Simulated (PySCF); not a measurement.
C$_{2}$H$_{4}$Cl (SMILES C[CH-]Cl), charge -1, singlet, geometry from GFN2-xTB (in this run its highest filled SCF level lies above zero, so its values depend strongly on the basis, on diffuse functions most of all); CAMB3LYP/def2-SVP run with PySCF.

Input for PySCF:
```python
from pyscf import gto, scf, dft

mol = gto.Mole()
mol.atom = '''
    C    -0.042363    0.943018    0.116436
    C     1.460687    0.703025   -0.003663
    Cl   -0.807666   -0.778354    0.014588
    H    -0.369318    1.357038   -0.879022
    H     1.947383    1.686893   -0.015681
    H     1.833947    0.158331    0.870838
    H     1.808367    0.153491   -0.900761
'''
mol.basis = 'def2-svp'
mol.charge = -1
mol.spin = 0
mol.verbose = 5
mol.build()

mf = dft.RKS(mol)
mf.xc = 'camb3lyp'
mf.kernel()
mf.analyze()
```

**Question.** Write the output that PySCF gives for this input, abridged.

**Answer.** 
```
PySCF version 2.14.0

[INPUT] verbose = 5
[INPUT] max_memory = 4000
[INPUT] num. atoms = 7
[INPUT] num. electrons = 34
[INPUT] charge = -1
[INPUT] spin (= nelec alpha-beta = 2S) = 0
[INPUT] symmetry False subgroup None
[INPUT] Mole.unit = angstrom
[INPUT] Symbol           X                Y                Z      unit          X                Y                Z       unit  Magmom
[...]
[INPUT] ---------------- BASIS SET ----------------
[INPUT] l, kappa, [nprim/nctr], expnt,             c_1 c_2 ...
[INPUT] Cl
[...]
                                1571.7365221      0.014754727977
                                357.12065523      0.066679112875
                                100.25185935      0.17228924084
                                30.812727554      0.158837861
[...]
                                5.7045760975      0.60841752753
                                2.3508376809      0.54352153355
[...]
                                72.102015515      -0.063563355471
                                22.532680262      -0.24016428276
                                7.8991765444      -0.47798866557
                                2.8767268321      -0.38515850005
[...]
[INPUT] C
[...]
                                186.29004992      0.040638409211
                                42.251176346      0.18025593888
                                11.676557932      0.46315121755
                                3.5930506482      0.44087173314
[...]
                                2.0103545142      0.21117025112
                                0.54771004707     0.51328172114
[...]
[INPUT] H
[...]
                                1.9622572         0.13796524
                                0.44453796        0.47831935
[...]
nuclear repulsion = 92.2286837624617
number of shells = 32
number of NR pGTOs = 112
number of NR cGTOs = 66
basis = def2-svp
ecp = {}

******** <class 'pyscf.dft.rks.RKS'> ********
method = RKS
initial guess = minao
damping factor = 0
level_shift factor = 0
DIIS = <class 'pyscf.scf.diis.CDIIS'>
diis_start_cycle = 1
diis_space = 8
diis_damp = 0
SCF conv_tol = 1e-09
SCF conv_tol_grad = None
SCF max_cycles = 50
direct_scf = True
direct_scf_tol = 1e-13
XC library pyscf.dft.libxc version 7.1.2
    S. Lehtola, C. Steigemann, M. J. T. Oliveira, and M. A. L. Marques,  SoftwareX 7, 1–5 (2018)
XC functionals = camb3lyp
    T. Yanai, D. P. Tew, and N. C. Handy,  Chem. Phys. Lett. 393, 51 (2004)
radial grids:
    Treutler-Ahlrichs [JCP 102, 346 (1995); DOI:10.1063/1.469408] (M4) radial grids

becke partition: Becke, JCP 88, 2547 (1988); DOI:10.1063/1.454033
pruning grids: <function nwchem_prune>
grids dens level: 3
symmetrized grids: False
atomic radii adjust function: <function treutler_atomic_radii_adjust>
small_rho_cutoff = 0
Set gradient conv threshold to 3.16228e-05
Initial guess from minao.
atom C rad-grids = 75, ang-grids = [ 50  50  50  50  50  50  50  50  50  50  50  50  50  50  50  50  50  50
  50  50  50  50  86  86  86  86  86  86  86  86  86  86 266 266 266 266
 266 266 302 302 302 302 302 302 302 302 302 302 302 302 302 302 302 302
 302 302 302 302 266 266 266 266 266 266 266 266 266 266 266 266 266 266
 266 266 266]
atom Cl rad-grids = 80, ang-grids = [ 50  50  50  50  50  50  50  50  50  50  50  50  50  50  50  50  50  50
  50  50  50  50  50  50  86  86  86  86  86  86  86  86  86  86  86  86
  86 350 350 350 350 350 350 350 350 350 434 434 434 434 434 434 434 434
 434 434 434 434 434 434 434 434 434 434 350 350 350 350 350 350 350 350
 350 350 350 350 350 350 350 350]
atom H rad-grids = 50, ang-grids = [ 50  50  50  50  50  50  50  50  50  50  50  50  50  50  50  86  86  86
  86 266 266 266 266 266 302 302 302 302 302 302 302 302 302 302 302 302
 302 266 266 266 266 266 266 266 266 266 266 266 266 266]
tot_boxes 2028, boxes in each direction [11 11 10]
Padding 4 grids
tot grids = 86352
nelec by numeric integration = 32.97276476095168
E1 = -921.1583821687298  E2 = 290.48614846461965  Ecoul = 330.83081490884  Exc = -40.34466644422038
init E= -538.443549941648
cond(S) = 1242.6125377646208
[...]
  mo_energy =
[-1.01631049e+02 -1.03477388e+01 -1.03132948e+01 -9.60344024e+00
 -7.36492916e+00 -7.36395312e+00 -7.36394681e+00 -1.09796590e+00
 -9.35547081e-01 -7.21618737e-01 -5.20467727e-01 -4.93648500e-01
 -4.50422462e-01 -4.15500632e-01 -3.91169315e-01 -3.54480214e-01
 -2.02452440e-01 -8.94178872e-04  7.67204428e-02  1.15804569e-01
  1.35639875e-01  1.45593490e-01  2.06609022e-01  4.30807598e-01
  4.45742289e-01  4.56594759e-01  5.08353407e-01  5.12491654e-01
  5.64144471e-01  6.07754225e-01  6.35517522e-01  6.44642755e-01
  6.63490647e-01  6.71157166e-01  7.14405974e-01  7.61736761e-01
  7.89540732e-01  7.93026628e-01  8.32753519e-01  8.48009273e-01
  9.02521943e-01  9.69197959e-01  1.03410463e+00  1.19150817e+00
  1.21381244e+00  1.32461730e+00  1.44357581e+00  1.53929394e+00
  1.55534911e+00  1.69683728e+00  1.75257412e+00  1.79393212e+00
  1.81801025e+00  1.85715781e+00  1.95081859e+00  2.08152959e+00
  2.15350233e+00  2.17685755e+00  2.23366730e+00  2.43090475e+00
  2.50046047e+00  2.52700079e+00  2.71078229e+00  2.85365637e+00
  2.92739233e+00  2.96790437e+00]
nelec by numeric integration = 34.000005733320315
E1 = -934.6134846020379  E2 = 303.9163807500948  Ecoul = 344.91110971690244  Exc = -40.994728966807635
cycle= 1 E= -538.468420089481  delta_E= -0.0249  |g|= 0.359  |ddm|=  2.5
[...]
  mo_energy =
[-1.01120633e+02 -9.92857512e+00 -9.86147499e+00 -9.10746683e+00
 -6.87268085e+00 -6.86556428e+00 -6.86512572e+00 -5.83673056e-01
 -5.19746192e-01 -3.51267037e-01 -2.43626679e-01 -2.36755480e-01
 -1.45553886e-01 -1.10698559e-01 -6.81315929e-02 -4.44197943e-02
  8.46145938e-02  2.99379236e-01  3.60109865e-01  3.62884824e-01
  3.84708639e-01  4.34766924e-01  5.35176754e-01  7.19067297e-01
  7.38198540e-01  7.62301753e-01  8.32935274e-01  8.61518901e-01
  9.00480199e-01  9.18218236e-01  9.52837397e-01  9.69978765e-01
  9.86932213e-01  1.01464314e+00  1.06155627e+00  1.09051828e+00
[...]
converged SCF energy = -538.511486188853
Total Energy =                        -538.511486188853269
[...]
0 C 3py         -0.02498   0.01081   0.03008  -0.00352   0.00662
0 C 3pz          0.01121   0.00819   0.00926   0.02391  -0.01643
0 C 3dxy         0.30004  -0.19338  -0.27066   0.07589  -0.00687
0 C 3dyz        -0.12804   0.01052  -0.18090   0.22546  -0.02260
0 C 3dz^2       -0.06771  -0.30201   0.03537  -0.34782   0.04402
0 C 3dxz         0.15537   0.25184   0.11114  -0.33303   0.16748
0 C 3dx2-y2      0.09266   0.13051   0.24789   0.20537   0.10109
1 C 1s          -0.00000   0.00152  -0.00178  -0.00028  -0.00012
1 C 2s          -0.00060  -0.03473   0.03748   0.00610   0.00119
1 C 3s          -0.00706  -0.01956  -0.00802  -0.00588  -0.00597
1 C 2px          0.00333  -0.00447   0.03753   0.02360   0.00773
1 C 2py         -0.00717   0.00498  -0.01119   0.02199   0.03511
1 C 2pz         -0.00594  -0.01825  -0.00486  -0.01585   0.03461
1 C 3px          0.00666   0.01552   0.00785   0.00975   0.01022
1 C 3py          0.02743  -0.01678  -0.00275   0.00697   0.02780
1 C 3pz          0.00493   0.02928  -0.00483  -0.01294   0.01883
1 C 3dxy         0.48806  -0.13476  -0.06617   0.36247   0.34082
1 C 3dyz         0.17285   0.41095   0.09884   0.12576  -0.41715
1 C 3dz^2        0.42830  -0.16838   0.29513  -0.00531  -0.31958
1 C 3dxz         0.23729   0.43974   0.11575  -0.21580   0.35649
1 C 3dx2-y2      0.29441  -0.09694  -0.50873  -0.31242  -0.16597
2 Cl 1s         -0.00000   0.00000  -0.00002  -0.00000  -0.00003
2 Cl 2s          0.00005  -0.00003   0.00002  -0.00001   0.00002
2 Cl 3s          0.00037  -0.00028   0.00233   0.00009   0.00103
2 Cl 4s         -0.01522   0.00461   0.03326   0.00842   0.02066
2 Cl 2px        -0.00010  -0.00001   0.00005  -0.00004  -0.00003
2 Cl 2py        -0.00003   0.00001   0.00019   0.00002   0.00004
2 Cl 2pz         0.00005   0.00002   0.00006  -0.00005  -0.00000
2 Cl 3px         0.00065  -0.00085   0.00245  -0.00005   0.00122
2 Cl 3py        -0.00130   0.00030   0.00538  -0.00057   0.00120
2 Cl 3pz        -0.00022  -0.00099   0.00080  -0.00108   0.00075
2 Cl 4px         0.01165   0.00237   0.00839   0.00530   0.01784
2 Cl 4py        -0.01883   0.00596   0.01473  -0.00055   0.00490
2 Cl 4pz        -0.00876  -0.00668  -0.00281  -0.00177   0.00409
2 Cl 3dxy        0.00507   0.00863   0.02996  -0.00181   0.02975
2 Cl 3dyz       -0.01210  -0.00108   0.00592  -0.01338   0.00824
2 Cl 3dz^2       0.01844  -0.00560  -0.02662  -0.00589  -0.01416
2 Cl 3dxz       -0.00494  -0.00901   0.00140  -0.00463   0.00023
2 Cl 3dx2-y2     0.05820  -0.01117  -0.04300   0.00881   0.01322
3 H 1s          -0.00810   0.01585  -0.02165   0.03848  -0.00610
3 H 2s           0.00936  -0.01306   0.03714  -0.05415   0.01431
3 H 2px         -0.00448   0.25244  -0.06502   0.05643   0.04636
3 H 2py          0.03739  -0.11995   0.08053  -0.16620   0.04065
3 H 2pz         -0.10712   0.09279  -0.28107   0.40263  -0.08479
4 H 1s           0.00255   0.00672  -0.01413  -0.03414  -0.03728
4 H 2s          -0.00503  -0.01175   0.02293   0.04424   0.04977
4 H 2px         -0.21963  -0.01675   0.19915   0.14918   0.15697
4 H 2py          0.06700  -0.16273   0.16193   0.31738   0.32798
4 H 2pz         -0.10030  -0.22415  -0.03790   0.02695  -0.02802
5 H 1s           0.00010   0.02334  -0.02421   0.01722  -0.01594
5 H 2s           0.00119  -0.03017   0.04045  -0.02900   0.02360
5 H 2px          0.00250  -0.29718   0.10782   0.03107   0.02160
5 H 2py         -0.26044   0.11380  -0.14891   0.06860  -0.10583
5 H 2pz         -0.15983  -0.20804   0.27569  -0.16107   0.12591
6 H 1s          -0.00678   0.00068  -0.02979  -0.01065   0.04803
6 H 2s           0.00436  -0.01006   0.04241   0.01318  -0.06763
6 H 2px          0.20157   0.09026   0.19540   0.03074  -0.13339
6 H 2py         -0.18747   0.22219  -0.13659  -0.10220   0.23366
6 H 2pz          0.09256   0.01128  -0.31793  -0.06511   0.38719
               #66
0 C 1s          -0.00084
0 C 2s           0.01328
0 C 3s           0.00963
0 C 2px         -0.01175
0 C 2py          0.00774
0 C 2pz         -0.01921
0 C 3px         -0.01206
0 C 3py          0.02461
0 C 3pz         -0.01719
0 C 3dxy        -0.02703
0 C 3dyz        -0.22521
0 C 3dz^2        0.35110
0 C 3dxz         0.09025
0 C 3dx2-y2     -0.06262
1 C 1s           0.00001
1 C 2s          -0.00127
1 C 3s           0.00051
1 C 2px         -0.00814
1 C 2py          0.03304
1 C 2pz         -0.03005
1 C 3px          0.00023
1 C 3py          0.03393
1 C 3pz         -0.01531
1 C 3dxy         0.24626
1 C 3dyz         0.36441
1 C 3dz^2       -0.35685
1 C 3dxz        -0.25127
1 C 3dx2-y2     -0.02072
2 Cl 1s         -0.00002
2 Cl 2s         -0.00001
2 Cl 3s          0.00115
2 Cl 4s          0.02129
2 Cl 2px         0.00004
2 Cl 2py         0.00009
2 Cl 2pz         0.00005
2 Cl 3px         0.00146
2 Cl 3py         0.00203
2 Cl 3pz         0.00021
2 Cl 4px         0.01083
2 Cl 4py         0.00567
2 Cl 4pz        -0.00048
2 Cl 3dxy        0.02829
2 Cl 3dyz        0.00684
2 Cl 3dz^2      -0.01910
2 Cl 3dxz        0.00780
2 Cl 3dx2-y2     0.00087
3 H 1s          -0.03089
3 H 2s           0.03546
3 H 2px         -0.16761
3 H 2py          0.12328
3 H 2pz         -0.29414
4 H 1s          -0.02706
4 H 2s           0.03366
4 H 2px          0.13098
4 H 2py          0.22577
4 H 2pz          0.00555
5 H 1s           0.04669
5 H 2s          -0.05902
5 H 2px         -0.18952
5 H 2py          0.21764
5 H 2pz         -0.35193
6 H 1s          -0.00758
6 H 2s           0.01280
6 H 2px          0.01982
6 H 2py         -0.05064
6 H 2pz         -0.06012
 ** Mulliken pop on meta-lowdin orthogonal AOs  **
 ** Mulliken pop  **
 ** Mulliken atomic charges  **
charge of    0C =     -0.51124
charge of    1C =     -0.26091
charge of    2Cl =     -0.35728
charge of    3H =      0.00890
charge of    4H =      0.05385
charge of    5H =      0.05654
charge of    6H =      0.01015

WARN: System has nonzero charge -1; the dipole moment is origin-dependent.
Location of origin: [0. 0. 0.]

Dipole moment(X, Y, Z, Debye):  1.06696, -1.73871, -1.18332
```
